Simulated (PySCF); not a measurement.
HO$_{3}$S (SMILES O=S(=O)=[OH+]), charge +1, singlet, at a GFN2-xTB geometry. Base run: PBE0/STO-3G in PySCF.

The PySCF input:
```python
from pyscf import gto, scf, dft

mol = gto.M(
    atom='''
O    -0.61319824    1.18992875   -0.52105989
S    -0.12090200   -0.00478382   -0.00062349
O    -0.79725414   -1.12276981    0.46133612
O     1.39317081   -0.12325721    0.08327097
H     2.07268455    0.52532719   -0.17840183
''',
    basis='sto-3g',
    charge=1,
    verbose=4,
)

mf = dft.RKS(mol)
mf.xc = 'pbe0'
mf.kernel()
mo_i, mo_e, stable_i, stable_e = mf.stability(internal=True, external=True, return_status=True, nroots=6, tol=1e-6)
print('internally stable:', stable_i, ' externally stable:', stable_e)
if not stable_e:
    umf = mf.to_uhf() if not hasattr(mf, 'xc') else mf.to_uks()
    umf.scf_summary = {}
    umf.kernel(umf.make_rdm1(mo_e, umf.mo_occ))
mf.analyze()
```

The bond that is stretched is that between atoms 3 and 2. A test that says stable can miss a lower solution.

The base run was repeated with changes; each row names its change, and settings that it needs were set with it.

```json
[
 {"change": "base", "ΔE vs base (mEh)": "0.000", "<S^2>": "0.000", "E after following the instability (Eh)": "-", "<S^2> there": "-", "HOMO-LUMO gap (eV)": "6.73", "stability test says": "stable", "outcome": "converged"},
 {"change": "bond × 1.25", "ΔE vs base (mEh)": "-44.292", "<S^2>": "0.000", "E after following the instability (Eh)": "-615.99271", "<S^2> there": "0.00", "HOMO-LUMO gap (eV)": "4.42", "stability test says": "external instability", "outcome": "converged"},
 {"change": "bond × 1.5", "ΔE vs base (mEh)": "1.751", "<S^2>": "0.000", "E after following the instability (Eh)": "-615.98528", "<S^2> there": "1.01", "HOMO-LUMO gap (eV)": "2.97", "stability test says": "external instability", "outcome": "converged"},
 {"change": "bond × 1.8", "ΔE vs base (mEh)": "-", "<S^2>": "-", "E after following the instability (Eh)": "-", "<S^2> there": "-", "HOMO-LUMO gap (eV)": "-", "stability test says": "-", "outcome": "not converged"},
 {"change": "bond × 2.2", "ΔE vs base (mEh)": "40.341", "<S^2>": "0.000", "E after following the instability (Eh)": "-616.00374", "<S^2> there": "1.00", "HOMO-LUMO gap (eV)": "1.24", "stability test says": "internal instability", "outcome": "converged"},
 {"change": "bond × 3.0", "ΔE vs base (mEh)": "-", "<S^2>": "-", "E after following the instability (Eh)": "-", "<S^2> there": "-", "HOMO-LUMO gap (eV)": "-", "stability test says": "-", "outcome": "not converged"}
]
```

Where a bond breaks into two radicals, a solution with restricted orbitals usually stops being the lowest and lies too high; an unrestricted one lies lower at the price of spin contamination, which <S^2> shows.
